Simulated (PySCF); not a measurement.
Geometry (Å), atoms numbered from 1 in this order:
```xyz
14

C     1.8210    1.3086    0.4407
C     0.6582    0.6763    0.2330
C     0.5103   -0.8283    0.1255
N    -0.7465   -0.9854   -0.6301
B    -1.6288    0.2884   -0.0689
O    -0.5303    1.2536    0.0842
H     2.7505    0.7438    0.5136
H     1.8474    2.3930    0.5519
H     1.3641   -1.3294   -0.3508
H     0.3479   -1.2665    1.1227
H    -1.2054   -1.8813   -0.4726
H    -0.5869   -0.8806   -1.6336
H    -2.4460    0.6097   -0.9147
H    -2.1084   -0.1102    0.9899
```

Geometry: PBE0-D3(BJ)/def2-SVP; GIAO absolute shieldings from PySCF, gas phase, non-relativistic, averaged over equivalent atoms.

At B97-2/pcSseg-1 (142 basis functions, 15 s wall time on 1 thread of an Arm Neoverse V1, shared host):
| atoms | σ (ppm) |
| --- | --- |
| C2 | 24.8 |
| C1 | 103.3 |
| C3 | 136.4 |
| N4 | 201.8 |
| B5 | 103.8 |
| O6 | 173.6 |
| H8 | 26.99 |
| H7 | 27.51 |
| H13/H14 | 28.10 |
| H9/H10 | 28.10 |
| H11/H12 | 28.71 |

Estimate the result of repeating the calculation with B3LYP/pcSseg-1.

Results:


| atoms | σ at B3LYP/pcSseg-1 | change |
| --- | --- | --- |
| C2 | 15.5 | -9.3 |
| C1 | 97.7 | -5.6 |
| C3 | 130.8 | -5.6 |
| N4 | 196.5 | -5.3 |
| B5 | 99.2 | -4.6 |
| O6 | 166.3 | -7.3 |
| H8 | 27.05 | +0.06 |
| H7 | 27.57 | +0.06 |
| H13/H14 | 28.10 | +0.00 |
| H9/H10 | 28.10 | +0.00 |
| H11/H12 | 28.71 | +0.00 |

The largest change is at C2 (alkene carbon bearing oxygen). Cost: 142 basis functions, 18 s wall time on 1 thread of an Arm Neoverse N1, shared host. The order of the carbon signals is the same at both levels.
